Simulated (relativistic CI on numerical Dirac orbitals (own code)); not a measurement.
Rh7+: L2,3 absorption edge

Computed with this model: Dirac-Coulomb-Breit CI, separate exchange-only KLI orbitals for each configuration, a model potential for QED, valence Slater integrals scaled by 0.9, multiplet model of core-to-valence dipole absorption; configurations [Kr] 4d2 → [He] 2s2 2p5 3s2 3p6 3d10 4s2 4p6 4d3; 300 K; Lorentzian 2.4 eV and Gaussian 0.5 eV FWHM. Energies are those of the free ion, without screening or charge transfer. The branching ratio is the share of the lower-energy edge in the whole absorption, uncertain by about 0.02 where the edges overlap. S is read from ⟨S²⟩ = S(S + 1).

Field parameters in Wybourne normalisation: D4h B²₀ = −7Ds, B⁴₀ = 21(Dq − Dt), B⁴₄ = 21√(5/14) Dq. The field is a parameter set, without covalency.

Case D4h, 10Dq = 22300, Ds = -1500, Dt = 730 cm⁻¹, the dichroism is that of the ground state at zero temperature, magnetised by exchange field 10 meV on Sz. The dichroism I(Δm = −1) − I(Δm = +1), over the sum of the three polarisations, integrates to 0.0087 on the lower edge and 0.0364 on the upper edge. The branching ratio is 0.734.

Use the orbital sum rule with 8 holes to get ⟨Lz⟩.

For a p → d edge ⟨Lz⟩ = 2 × n_h × (sum of both integrals) in this sign convention = 0.72; the ground state itself has ⟨Lz⟩ = 0.76 and ⟨Sz⟩ = -0.45. The rule assumes one radial integral for both edges, which relativistic orbitals only approach.
